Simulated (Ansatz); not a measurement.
TePb3Cl4. The state is a singlet with charge 0. Geometry r2SCAN-D4/def2-SVP, basis def2-TZVP, Ansatz.

| atom | x (Å) | y (Å) | z (Å) |
| --- | --- | --- | --- |
| Pb1 | -1.159 | 0.564 | 1.799 |
| Pb2 | -0.492 | 0.906 | -1.958 |
| Pb3 | 1.515 | -1.609 | 0.122 |
| Te4 | -1.458 | -1.490 | -0.395 |
| Cl5 | 1.716 | -0.736 | -2.546 |
| Cl6 | 0.766 | -1.225 | 2.807 |
| Cl7 | -2.094 | 2.358 | -0.156 |
| Cl8 | 1.205 | 1.232 | 0.326 |

```csv
run,HOMO (eV),LUMO (eV)
A,-6.99,-2.30
B,-8.85,0.38
C,-6.34,-2.79
D,-6.06,-2.93
E,-8.81,-0.72
F,-6.21,-2.82
```

In the def2 sets Pb, Te take a core potential; there is no spin–orbit coupling. The structure comes from a short search, and lower isomers may exist.

Q: The runs used B97M-V, HF, PBE, PBE0, r2SCAN, ωB97M-V. Estimate which is which.

A: A PBE0 (25 % exact exchange); B HF (100 % exact exchange); C r2SCAN (0 % exact exchange); D PBE (0 % exact exchange); E ωB97M-V (range-separated); F B97M-V (0 % exact exchange). Exact exchange lowers occupied and raises empty levels; among semilocal functionals meta-GGAs tend to open the gap a little, and such runs are hard to tell apart. The gap grows from 3.13 eV (PBE) to 9.23 eV (HF).
